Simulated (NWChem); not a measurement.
System: CdS; SMILES [S]=[Cd]

Input file for NWChem:

```
start job
memory heap 200 mb stack 900 mb global 1100 mb
geometry units angstroms noautosym nocenter noautoz
  Cd     0.000000     0.000000    -0.563692
  S      0.000000     0.000000     1.682090
end
basis spherical
  Cd library def2-tzvpd
  S library def2-tzvpd
end
ecp
  Cd library def2-ecp
end
dft
  xc pbe0
  iterations 150
end
tddft
  cis
  nroots 6
  notriplet
end
task tddft energy
```

Structure relaxed at the PBE0/def2-SVP level. def2 effective core potentials on Cd; no spin-orbit coupling.

Vertical excitations in the gas phase.

Question: What results follow from this input? (PBE0/def2-TZVPD with def2 effective core potentials on Cd, TDA.) Quantities: basis functions; lowest excitation, singlet (eV); oscillator strength of that lowest state; lowest state with f > 0.02, singlet (eV); oscillator strength of that bright state; orbital gap (eV).

Answer: 
| Property | Result |
|---|---|
| number of basis functions | 86 |
| lowest excitation, singlet (eV) | 0.74 |
| oscillator strength of that lowest state | 0.002 |
| lowest state with f > 0.02, singlet (eV) | 3.78 |
| oscillator strength of that bright state | 0.085 |
| orbital gap (eV) | 2.13 |
